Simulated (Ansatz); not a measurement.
Input for Ansatz (a first-principles code): R-CCSDT(Q)/def2-SVP on ClGa (SMILES [Cl][Ga]), 2S+1 = 1, a spin state set in the input, which need not be the lowest, at the other state's geometry. The run froze 19 orbitals, filled d shells among them.

Ansatz 0.2 input:
```yaml
crystal:
  periodic: [false, false, false]
  atoms:
    - {symbol: Cl, position_ang: [-0.00000000, -0.00000000, -1.41868620]}
    - {symbol: Ga, position_ang: [0.00000000, 0.00000000, 0.77798920]}
basis:
  gaussian:
    orbitals: def2-SVP
magnetization: {spin_polarized: false}
correlation: {method: ccsdt_q, electrons: outside_noble_gas}
scf: {omitted_lower_state_checks: [cluster_reference]}
```

Task: What total energy does the run end on?

Result: -2382.6294 hartree (reference determinant -2382.4257, T1 diagnostic 0.015).
